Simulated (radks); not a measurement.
The numbers below are computed, except where a source is named.
The potassium ion K2+, 17 electrons, occupied as [Ne] 3s2 3p5 (the NIST ground configuration). Level of theory: non-relativistic Kohn-Sham, Wu-Cohen GGA, spin-unpolarised, spherical densities, point nucleus (a radial shooting solver on a logarithmic mesh with Libxc functionals).

Radial electron density D(r) = 4 pi r^2 rho(r):

```
   r/bohr * D(r) (the largest magnitude, 22.7, reaches the edge; | marks zero)
 0.002982 |*
 0.003761 | *
 0.004781 |  *
 0.006078 |   *
 0.007665 |     *
 0.009744 |        *
  0.01229 |            *
  0.01562 |                  *
   0.0197 |                        *
  0.02504 |                                 *
  0.03184 |                                         *
  0.04015 |                                                *
  0.05104 |                                                    *
  0.06437 |                                                    *
  0.08183 |                                               *
    0.104 |                                        *
   0.1312 |                                     *
   0.1668 |                                         *
   0.2103 |                                                 *
   0.2674 |                                                      *
   0.3399 |                                                 *
   0.4286 |                                  *
   0.5449 |                   *
   0.6872 |            *
   0.8736 |             *
    1.102 |              *
    1.401 |           *
     1.78 |      *
    2.245 | *
    2.854 |*
      3.6 *
    4.576 *
```

D(r) has 3 maxima, at r = 0.0562, 0.272, 1.08 bohr, and minima at 0.132, 0.733 bohr, inside which lie 2.17, 10.38 electrons.
